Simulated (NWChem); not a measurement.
Molecule: 2-butanone (C$_{4}$H$_{8}$O); SMILES CC(CC)=O

```xyz
13

C      0.0452     1.8660     0.4448
C     -0.0892     0.8276    -0.6813
C     -0.1745    -0.5865    -0.1084
C      1.1435    -1.3107     0.1105
O     -1.2479    -1.0903     0.1815
H      0.0849     2.8942     0.0339
H      0.9667     1.7085     1.0425
H     -0.8204     1.8057     1.1344
H     -1.0230     1.0092    -1.2502
H      0.7706     0.9112    -1.3794
H      1.8835    -0.6579     0.6180
H      1.5832    -1.5781    -0.8743
H      0.9788    -2.2324     0.6974
```
Atoms are numbered in this order, from 1.

All runs: NWChem. Geometry: optimised at PBE-D3(BJ)/def2-SVP. No frequency run checked for a minimum. COSMO at M05-2X/def2-SVP, default radii, gas-phase geometry; f = (ε − 1)/ε scales the surface charges.

| row | f | electrostatic solvation energy (kcal/mol) |
|---|---|---|
| ε = 3.9 | 0.7436 | -4.16 |
| ε = 7.6 | 0.8684 | -5.00 |
| ε = 11.7 | 0.9145 | withheld |
| ε = 46.7 | 0.9786 | -5.77 |
| ε = 78.4 | 0.9872 | -5.84 |

Problem. Fit a straight line of the last column on the one before it, predict the withheld value, and compare with the run.

Solution. 
1. Means of the 4 shown rows: x = 0.89445, y = -5.192. Slope Σ(x − x̄)(y − ȳ)/Σ(x − x̄)² = -0.2694/0.03912 = -6.887; intercept 0.968.
2. The shown rows scatter about the line by 0.009 (root mean square); the largest residual is +0.01, at ε = 7.6.
3. At x = 0.9145 (ε = 11.7; inside the shown range) the line gives -5.33.
4. The run gives -5.32, +0.01 from the line.
